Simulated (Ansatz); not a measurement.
Consider the cleavage of the B–Si bond: `C[SiH2]BO` + `OCF` → `OBOCF` + `C[SiH3]`.

Calculated with Ansatz (gas phase, PBE0-D4/def2-TZVP geometries, no zero-point term in ΔE). CCSD(T)/CBS is the MP2 limit (def2-TZVPP, def2-QZVPP) plus CCSD(T) − MP2 in def2-TZVPP, frozen cores. This one scheme is used for every species. DFT in def2-TZVPP. B3LYP here is the variant with VWN-RPA as its local correlation; programs differ in this. Each species was taken in one conformer, which may not be the lowest.

```csv
level,ΔE (kJ/mol),difference from CCSD(T)/CBS
BLYP-D4,-155.4,1.9
r2SCAN-D4,-159.3,-2.0
B97M-V,-161.8,-4.5
B3LYP-D4,-159.9,-2.6
ωB97M-V,-161.9,-4.6
B2PLYP,-163.8,-6.5
PBE-QIDH,-159.5,-2.2
revPBE,-141.7,15.6
r2SCAN,-159.6,-2.3
PBE0,-151.5,5.8
RPA@PBE/def2-TZVPP,-156.3,1.0
MP2/def2-SVP,-179.9,-22.6
CCSD/def2-SVP,-175.0,-17.7
CCSD(T)/def2-SVP,-174.3,-17.0
CCSD/def2-TZVPP,-161.3,-4.0
SCS-MP2/def2-QZVPP,-164.2,-6.9
CCSD(T)/CBS,-157.3,0
```

Largest T1 diagnostic among the species: 0.013.

From PBE to PBE0 (25 % exact exchange), in def2-TZVPP and without D4, ΔE moves by −5.9 kJ/mol. In def2-TZVPP, CCSD(T) changes the Hartree–Fock value by +18.5 kJ/mol (the triples alone add +1.8 kJ/mol) and MP2 by +13.5 kJ/mol. At CCSD(T), def2-SVP lies −17.0 kJ/mol from the extrapolated value and def2-TZVPP −2.3 kJ/mol.
